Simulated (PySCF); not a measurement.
## Xenon: a sound run and one with changed settings

Sound run: Xe [Xe], Xe⁺ [Kr] 4d10 5s2 5p5. Computed with PySCF 2.14 in cc-pVDZ-PP with ECP28MDF (4s3p2d, 23 functions), with a scalar-relativistic core potential. The sound run starts from symmetry-adapted Hartree-Fock orbitals and uses a fine grid where one is needed.

A second run was set up differently.

| species | method | sound run (hartree) | changed run (hartree) | converged |
| --- | --- | --- | --- | --- |
| Xe | UHF | -328.29085 | -328.29085 | yes |
| Xe | B3LYP | -329.45680 | -329.65659 | yes |
| Xe | MN15 | -328.53953 | -328.56383 | yes |
| Xe⁺ | UHF | -327.86494 | -327.86494 | yes |
| Xe⁺ | B3LYP | -328.99838 | -329.21098 | yes |
| Xe⁺ | MN15 | -328.08942 | -328.11161 | yes |

Ionisation energy of Xe:

```csv
method,sound run (eV),changed run (eV)
UHF,11.590,11.590
B3LYP,12.474,12.126
MN15,12.248,12.306
```

Question: What was changed?
A. basis contracted for another Hamiltonian
B. level shift left on
C. a valence shell is frozen
D. angular grid far too coarse

Answer: D. It used 6 angular points. A coarse angular grid integrates products of high-l functions wrongly, so density functionals can shift, and the SCF can exploit the error; Hartree-Fock and MP2 need no grid.
